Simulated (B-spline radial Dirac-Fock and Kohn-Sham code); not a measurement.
Method: the Dirac equation of a negative muon with reduced mass in the field of a spherical finite nucleus, with the Uehling potential to all orders; nuclear polarisation, deformation, hyperfine structure, self-energy, higher-order vacuum polarisation, relativistic recoil and electron screening are left out. Computed with an atomic code on a B-spline grid. The nuclear charge is a Fermi distribution (skin thickness 2.3 fm).

**Question.** A muonic atom of atomic mass 123.91 u emits these computed lines: 2p3/2 → 1s1/2 3348 keV, 3d5/2 → 2p3/2 943.5 keV, 4f7/2 → 3d5/2 331.5 keV, 5g9/2 → 4f7/2 152.9 keV. Which element is it, and what rms charge radius was used?

**Answer.** Indium (Z = 49, nuclide ¹²⁴In); the high transitions hardly feel the nucleus and fix Z. The 2p → 1s line lies 1930 keV below the value for a point nucleus without QED, which for this nuclear model gives a radius near 4.66 fm (4.6625 fm was used).
